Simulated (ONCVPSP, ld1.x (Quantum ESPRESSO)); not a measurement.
# Potentials for silver (Ag) compared

Generated with ld1.x 7.5 (TM, RRKJ, ultrasoft, PAW), atompaw 4.2 or ONCVPSP 4.0.1. The cutoff is in Ry: for ld1.x and atompaw files where the sum of valence levels is converged to 10 mRy in a Bessel basis, for ONCV files where the hardest occupied wave has 1 mHa per electron of residual kinetic energy. The error is the largest all-electron minus pseudo excitation energy over each file’s own four to seven test configurations (ionisations up to +4, promotions, holes and added fractions of an electron), all of which were solved. The labels leave out finer settings (local radius, basis sizes, second energies), which also bear on the numbers. Spin-polarised tests are not counted. The rows are a selection from randomly drawn settings: files with unsolved tests, undetermined cutoffs or missed reference levels are left out.

```tsv
potential	cutoff (Ry)	largest error (meV)	bound ghosts
ONCV, PBE, scalar-relativistic, rc 1.40/1.00/1.00 (spd), local d, core correction yes, reference 4s2 4p6 4d10 5s1, qcut 8.5/7/10.8, projectors 2/2/0	354	+2.5	none
RRKJ, LDA (PZ), scalar-relativistic, rc 2.50/2.55/1.65 (spd), local s, core correction no, reference 4d10 5s0.5 5p0	55	-1421	none
ONCV, PBE, scalar-relativistic, rc 1.55/1.25/1.95 (spd), local smoothed, core correction yes, reference 4s2 4p6 4d9 5s2, qcut 7.1/12/8.2, projectors 2/2/3	104	-11	none
ONCV, LDA (Perdew-Wang 92), scalar-relativistic, rc 1.45/1.10/1.10 (spd), local d, core correction yes, reference 4s2 4p6 4d10 5s1, qcut 10.8/8.5/9.1, projectors 2/1/0	99	-101	none
```

(1) Fill in the row for Ag: ONCV, LDA (Perdew-Wang 92), scalar-relativistic, rc 1.40/1.35/1.95/1.60 (spdf), local smoothed, core correction yes, reference 4s2 4p6 4d10 5s1, qcut 7/11.4/9.4/7.1, projectors 2/3/2/2.

## Answers

(1) cutoff 77 Ry, largest error -318 meV, bound ghosts: none.
